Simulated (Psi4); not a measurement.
Br (SMILES [Br]), doublet. Base run: PBE0/def2-TZVP in Psi4 1.11.

Geometry (Å):
```xyz
1

Br     0.0000     0.0000     0.0000
```
Charge 0, spin multiplicity 2.
Orbitals are unrestricted.
All else is at Psi4's defaults (density fitting).

Variants of this job, named by their change:

```csv
change,basis functions,E (Eh)
base,48,-2573.81189
basis = cc-pVDZ-DK; relativity = none (with scf_type pk),27,-2554.12894
basis = cc-pVDZ-DK; relativity = spin-free X2C (with scf_type pk),27,-2605.82694
basis = cc-pVTZ-DK; relativity = spin-free X2C (with scf_type pk),43,-2605.94253
basis = cc-pVTZ-DK; relativity = none (with scf_type pk),43,-2552.31838
```

Total energies compare only within one method and basis.

Open shells are given as the SCF converged; they aren't shown to be the lowest states, and a large step between rows can be another state.

Basis sets contracted for a relativistic Hamiltonian are a mismatch without it, so the rows without relativity aren't non-relativistic limits. No row has spin-orbit coupling; sets with core potentials leave out the core electrons.
